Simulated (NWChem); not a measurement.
System: CH₄ClFOSi; SMILES C[Si](O)(F)Cl

Here is an NWChem input.

```
start job
memory heap 200 mb stack 900 mb global 1100 mb
geometry units angstroms noautosym nocenter noautoz
  C      1.589571     1.197638     0.201117
  Si    -0.042129     0.374988    -0.004112
  O     -0.762888     0.910519    -1.377314
  F     -0.998630     0.688061     1.264231
  Cl     0.132421    -1.678996    -0.046635
  H      2.250912     0.956768    -0.643877
  H      2.074737     0.865691     1.130460
  H      1.460595     2.289789     0.242814
  H     -1.592626     0.504142    -1.645711
end
basis spherical
  * library def2-svp
end
dft
  xc pbe0
  iterations 150
end
cosmo
  do_cosmo_smd true
  solvent water
end
task dft energy
```

Output (shortened):

```
             Northwest Computational Chemistry Package (NWChem) 7.3.0
             --------------------------------------------------------

                             Geometry "geometry" -> ""
                             -------------------------

 Output coordinates in angstroms (scale by  1.889725989 to convert to a.u.)

  No.       Tag          Charge          X              Y              Z
 ---- ---------------- ---------- -------------- -------------- --------------
    1 C                    6.0000     1.58957100     1.19763800     0.20111700
    2 Si                  14.0000    -0.04212900     0.37498800    -0.00411200
    3 O                    8.0000    -0.76288800     0.91051900    -1.37731400
    4 F                    9.0000    -0.99863000     0.68806100     1.26423100
    5 Cl                  17.0000     0.13242100    -1.67899600    -0.04663500
    6 H                    1.0000     2.25091200     0.95676800    -0.64387700
    7 H                    1.0000     2.07473700     0.86569100     1.13046000
    8 H                    1.0000     1.46059500     2.28978900     0.24281400
    9 H                    1.0000    -1.59262600     0.50414200    -1.64571100

 Effective nuclear repulsion energy (a.u.)     311.2958523637

                                 NWChem DFT Module
                                 -----------------

 Summary of "ao basis" -> "ao basis" (spherical)
 ------------------------------------------------------------------------------
       Tag                 Description            Shells   Functions and Types
 ---------------- ------------------------------  ------  ---------------------
 C                          def2-svp                 6       14   3s2p1d
 Si                         def2-svp                 8       18   4s3p1d
 O                          def2-svp                 6       14   3s2p1d
 F                          def2-svp                 6       14   3s2p1d
 Cl                         def2-svp                 8       18   4s3p1d
 H                          def2-svp                 3        5   2s1p

 in cosmo_initialize ...
 calling solv_data for solv:h2o

 solvent parameters
 solvname_short: h2o
 solvname_long:  water
 dielec:       78.4000
 dielecinf:     1.7769
 aqueous SMD model solvent descriptors
 dielec:       78.4000
 sola:          0.8200

          ---------------
          -cosmo- solvent
          ---------------
 Cosmo: York-Karplus, doi: 10.1021/jp992097l
 dielectric constant -eps-     =  78.40
 screen = (eps-1)/(eps    )    =   0.98724
 surface charge correction     = lagrangian

   van der Waals surface
 --------------------------

 ---------- ATOMIC COORDINATES (A.U.) ------------ VDWR(ANG.) --
     1    3.00385363    2.26320765    0.38005602     1.850
     2   -0.07961227    0.70862457   -0.00777055     2.470
     3   -1.44164928    1.72063142   -2.60274606     1.520
     4   -1.88713706    1.30024675    2.38905018     1.730
     5    0.25023941   -3.17284238   -0.08812737     2.380
     6    4.25360690    1.80802935   -1.21675110     1.200
     7    3.92068443    1.63591878    2.13625964     1.200
     8    2.76012433    4.32707378    0.45885193     1.200
     9   -3.00962674    0.95269024   -3.10994285     1.200
 number of segments per atom =        128
 number of   points per atom =        128
 atom (   nspa,  nppa )
 ----------------------
    1 (     44,     0 )       0
    2 (     53,     0 )       0
    3 (     44,     0 )       0
    4 (     66,     0 )       0
    5 (     93,     0 )       0
    6 (     53,     0 )       0
    7 (     53,     0 )       0
    8 (     51,     0 )       0
    9 (     60,     0 )       0
 number of -cosmo- surface points =      517
 molecular surface =    136.110 angstrom**2
 molecular volume  =    123.122 angstrom**3
 -lineq- algorithm             =   0
 -bem- low  level              =   3
 -bem- from -octahedral-
 gaussian surface charge width =   4.50000
 degree of switching           =   1.00000
 switching function tolerance  =   0.00010
 atomic radii =
 --------------
    1  6.000  1.850
    2 14.000  2.470
    3  8.000  1.520
    4  9.000  1.730
    5 17.000  2.380
    6  1.000  1.200
    7  1.000  1.200
    8  1.000  1.200
    9  1.000  1.200
 ...... end of -cosmo- initialization ......

[...]

                                COSMO-SMD solvation results
                                ---------------------------

             internal energy in gas <Psi(g)|H|Psi(g)> =      -964.556073550621
         internal energy in solvent <Psi(s)|H|Psi(s)> =      -964.554921048403
                               delta internal energy  =         0.001152502218 (    0.72 kcal/mol)
   total free energy in solvent <Psi(s)|H+V/2|Psi(s)> =      -964.568020622322
 polarization energy contribution <Psi(s)|V/2|Psi(s)> =        -0.013099573919 (   -8.22 kcal/mol)
    total free energy in solvent including G(SMD-CDS) =      -964.562872834104
                       G(SMD-CDS) energy contribution =         0.005147788218 (    3.23 kcal/mol)
     1 M fixed-concentration free energy of solvation =        -0.006799283483 (   -4.27 kcal/mol)

                       DFT Final Molecular Orbital Analysis
                       ------------------------------------

 Vector   27  Occ=2.000000D+00  E=-3.609450D-01
              MO Center=  3.0D-01, -1.2D-01, -1.2D-01, r^2= 3.9D+00
   Bfn.  Coefficient  Atom+Function         Bfn.  Coefficient  Atom+Function
  ----- ------------  ---------------      ----- ------------  ---------------
    72      0.268518  5 Cl py                71     -0.263777  5 Cl px
     4      0.258780  1 C  px                37      0.239843  3 O  py
    69      0.198753  5 Cl py                68     -0.196043  5 Cl px
    73      0.169495  5 Cl pz                51     -0.167952  4 F  py
    40      0.166251  3 O  py                 7      0.155056  1 C  px

 Vector   28  Occ=2.000000D+00  E=-3.384734D-01
              MO Center=  1.0D-01, -9.2D-01, -1.6D-01, r^2= 3.1D+00
   Bfn.  Coefficient  Atom+Function         Bfn.  Coefficient  Atom+Function
  ----- ------------  ---------------      ----- ------------  ---------------
    73     -0.388643  5 Cl pz                71      0.369501  5 Cl px
    70     -0.285274  5 Cl pz                68      0.269098  5 Cl px
    37      0.179709  3 O  py                67     -0.166120  5 Cl pz
    72      0.161461  5 Cl py                65      0.156983  5 Cl px
    40      0.130630  3 O  py                 4      0.128743  1 C  px

 Vector   29  Occ=2.000000D+00  E=-3.352666D-01
              MO Center=  1.3D-01, -8.5D-01, -1.9D-01, r^2= 3.2D+00
   Bfn.  Coefficient  Atom+Function         Bfn.  Coefficient  Atom+Function
  ----- ------------  ---------------      ----- ------------  ---------------
    71      0.394021  5 Cl px                73      0.385155  5 Cl pz
    68      0.288200  5 Cl px                70      0.282213  5 Cl pz
    37     -0.226094  3 O  py                40     -0.175424  3 O  py
    65      0.167883  5 Cl px                67      0.164257  5 Cl pz
     4      0.127875  1 C  px                 5      0.127540  1 C  py

 Vector   30  Occ=0.000000D+00  E= 5.708395D-02
              MO Center= -1.8D-01,  4.4D-01, -3.9D-01, r^2= 5.8D+00
   Bfn.  Coefficient  Atom+Function         Bfn.  Coefficient  Atom+Function
  ----- ------------  ---------------      ----- ------------  ---------------
     3      1.398022  1 C  s                 18     -1.235868  2 Si s
    35      0.631360  3 O  s                 95     -0.505951  9 H  s
    85     -0.478478  7 H  s                 90     -0.459877  8 H  s
    80     -0.445003  6 H  s                 72      0.360578  5 Cl py
    49      0.277795  4 F  s                 64      0.264987  5 Cl s

 Vector   31  Occ=0.000000D+00  E= 8.225233D-02
              MO Center=  1.2D-03,  2.9D-01, -7.9D-02, r^2= 4.8D+00
   Bfn.  Coefficient  Atom+Function         Bfn.  Coefficient  Atom+Function
  ----- ------------  ---------------      ----- ------------  ---------------
    27      0.661561  2 Si pz                35      0.611041  3 O  s
     3     -0.579614  1 C  s                 95     -0.523731  9 H  s
    90      0.491761  8 H  s                 26     -0.416634  2 Si py
    18      0.348169  2 Si s                 72     -0.342529  5 Cl py
    17      0.295940  2 Si s                 80      0.289769  6 H  s

 Vector   32  Occ=0.000000D+00  E= 8.910572D-02
              MO Center=  3.7D-01,  4.6D-01, -1.1D-01, r^2= 3.7D+00
   Bfn.  Coefficient  Atom+Function         Bfn.  Coefficient  Atom+Function
  ----- ------------  ---------------      ----- ------------  ---------------
    27      0.652237  2 Si pz                25     -0.533761  2 Si px
    80      0.528466  6 H  s                 26      0.503362  2 Si py
    90     -0.432276  8 H  s                 49     -0.375332  4 F  s
    72      0.325394  5 Cl py                64      0.271854  5 Cl s
    23      0.268845  2 Si py                17     -0.253369  2 Si s

     Multipole analysis of the density
     ---------------------------------

     L   x y z        total         alpha         beta         nuclear
     -   - - -        -----         -----         ----         -------
     0   0 0 0     -0.000000    -29.000000    -29.000000     58.000000

     1   1 0 0      0.176310     -0.196835     -0.196835      0.569981
     1   0 1 0      0.297454     -1.727600     -1.727600      3.752654
     1   0 0 1     -0.407781     -0.014532     -0.014532     -0.378716

     2   2 0 0    -27.731065    -90.921315    -90.921315    154.111565
     2   1 1 0      1.718451     -3.018413     -3.018413      7.755277
     2   1 0 1      3.349392     -3.201115     -3.201115      9.751621
     2   0 2 0    -33.060333   -153.218800   -153.218800    273.377266
     2   0 1 1      0.718832     -0.783077     -0.783077      2.284986
     2   0 0 2    -32.205239    -77.346745    -77.346745    122.488251
```

Level: PBE0/def2-SVP, SMD on the gas-phase geometry. Structure relaxed at the PBE0/def2-SVP level. Solvent: water.
